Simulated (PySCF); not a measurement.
ZnBr₂, SMILES [Zn]([Br])[Br].

Geometry: B3LYP-D3(BJ)/def2-SVP. The isomer is the one that the SMILES or the coordinates give; other isomers of the formula were not compared.

Computed with C-PCM-ωB97X/def2-SVP run with PySCF.

The values are the electrostatic part of the solvation free energy, E(continuum) − E(gas) at the gas-phase geometry, in a cavity of scaled van der Waals radii (PySCF's table); cavitation and dispersion terms are not included. A continuum can't describe solvent molecules that bind to the metal. In vacuum the orbital gap is 10.91 eV. The dipole moment in vacuum is 0.00 D.

```
solvent            ε  ΔG(elec) (kcal/mol)  dipole (D)  gap (eV)
-------------  -----  -------------------  ----------  --------
water          78.36                -19.7        0.00     11.64
cyclohexanone  15.62                -18.4        0.00     11.59
toluene         2.37                -10.3        0.00     11.29
```
